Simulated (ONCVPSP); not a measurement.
**indium (In): one change to an ONCV potential, before and after**

indium, optimised norm-conserving Vanderbilt (ONCV), made with ONCVPSP 4.0.1 (PBEsol, scalar-relativistic). Core [Kr], reference 4d10 5s2 5p1. Waves: 5s: rc 2.00 bohr, ncon 5, nbas 9, qcut 2.7 1/bohr, 2 projectors, debl 1.1 Ha; 5p: rc 2.95 bohr, ncon 4, nbas 7, qcut 2.9 1/bohr, 2 projectors, debl 3.6 Ha; 4d: rc 1.80 bohr, ncon 4, nbas 9, qcut 9.6 1/bohr, 1 projector. Local part: polynomial inside 1.40 bohr (lpopt 5, dvloc0 2 Ha). Core correction: Teter function fitted to the true core (icmod 2), fcfact 0.25.

Change: s: qcut 1.8; p: qcut 1.9; d: qcut 6.2.

Cutoffs: the cutoffs (Ha) at which the residual kinetic energy of the hardest occupied pseudo-wave falls to 1 and 0.1 mHa per electron; they do not see the model core or the augmentation charge, which bear on the density cutoff. Errors are all-electron minus pseudo energies relative to the spin-unpolarised reference configuration.

**Question.** How do hardness, ghosts and transferability respond?

**Answer.** The potential gets harder (31 Ha and 36 Ha → 44 Ha and 94 Ha); the lowest positive-energy flag moves from s at 3.4 eV to s at 12.1 eV; of the 3 tests that both files solve, the error grows in 1 and shrinks in 0 by more than 15 % and 0.3 meV (median size 2.9 → 3.1 meV); neither file shows a bound ghost.

| quantity | base | changed |
| --- | --- | --- |
| cutoff, loose | 31 Ha | 44 Ha |
| cutoff, tight | 36 Ha | 94 Ha |
| loose cutoff by channel | s 9.4 Ha, p 2.1 Ha, d 31 Ha | s 23 Ha, p 1.9 Ha, d 44 Ha |
| bound ghosts | none | none |
| GHOST(+) flags under 300 eV | s at 3.4 eV, p at 104.2 eV | s at 12.1 eV, p at 103.8 eV |
| tests with a reliable result | 3 of 4 | 3 of 4 |
| error for 4d10 5s2 5p0, meV [ΔE 5.36 eV] | -2.9 | -3.1 |
| error for 4d10 5s1 5p0, meV [ΔE 24.64 eV] | -16 | -15 |
| error for 4d10 5s1 5p1, meV [ΔE 12.02 eV] | +0.3 | +2.8 |
| s: phases at 2.04 bohr within 0.05 rad from the reference energy up to (Ha; the scan ends near 5) | 4.6 | 4.5 |
| p: phases at 3.00 bohr within 0.05 rad from the reference energy up to (Ha; the scan ends near 5) | 1.3 | 1.4 |
| d: phases at 1.83 bohr within 0.05 rad from the reference energy up to (Ha; the scan ends near 5) | 1.2 | 0.8 |
| rms error of d²Exc/dni dnj with the model core, mHa | 1.48 | 1.40 |
